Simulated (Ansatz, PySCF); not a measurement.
Gas-phase reaction in SMILES: [NH]B(F)F → [NH-]B(F)F (an electron is taken up)
Each molecule is optimised on its own at B3LYP-D3(BJ)/def2-TZVP (Ansatz, a quantum-chemistry and plane-wave program), one conformer each, not searched for the lowest. Frequencies are from Ansatz.

Wanted: adiabatic electron affinity (0 K, with B3LYP-D3(BJ) harmonic zero-point energies), positive where the reaction releases energy, in eV. Cores are frozen in the correlated levels unless marked. UHF or UKS for open shells. Spin-orbit coupling is left out. Non-relativistic. Anions need diffuse functions: aug- sets have them; def2-D sets add few; the other sets have none. CBS(X,Y): correlation extrapolated as X^-3; Hartree-Fock from the larger set. [CCSD(T)-MP2]/basis is that difference in the basis named.

RI-MP2/CBS(aug-cc-pVTZ,aug-cc-pVQZ)+[CCSD(T)-MP2]/aug-cc-pVTZ (Ansatz) gives 2.74 eV.

Task: Another calculation gave 2.49 eV. Which level was it?
A. PW6B95/def2-TZVPD (PySCF)
B. B97M-V/def2-TZVPD (Ansatz)
C. M06-L/def2-TZVPD (PySCF)
D. SVWN5/def2-TZVPD (Ansatz)

Result: B, B97M-V/def2-TZVPD (Ansatz). The others give 2.64 (PW6B95), 2.33 (M06-L), 3.01 (SVWN5) eV.
